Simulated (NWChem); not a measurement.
Molecule: CH3Li; SMILES [CH3][Li]

Program: NWChem. Pople sets run with spherical d functions. Geometry: optimised at PBE0-D3(BJ)/def2-TZVP. Total energies compare along this basis series because the functional is fixed.

| level | basis functions | energy (Ha) | highest occupied level (eV) | orbital gap (eV) | dipole (D) |
|---|---|---|---|---|---|
| TPSS/STO-3G | 13 | -46.8119 | -2.80 | 2.45 | 3.65 |
| TPSS/3-21G | 24 | -47.1378 | -3.60 | 2.23 | 4.63 |
| TPSS/6-31G* | 34 | -47.4021 | -3.76 | 2.43 | 4.94 |
| TPSS/6-31+G* | 42 | -47.4053 | -3.92 | 2.49 | 5.41 |
| TPSS/6-311G** | 54 | -47.4195 | -3.89 | 2.45 | 5.36 |
| TPSS/6-311++G** | 65 | -47.4204 | -3.95 | 2.49 | 5.57 |
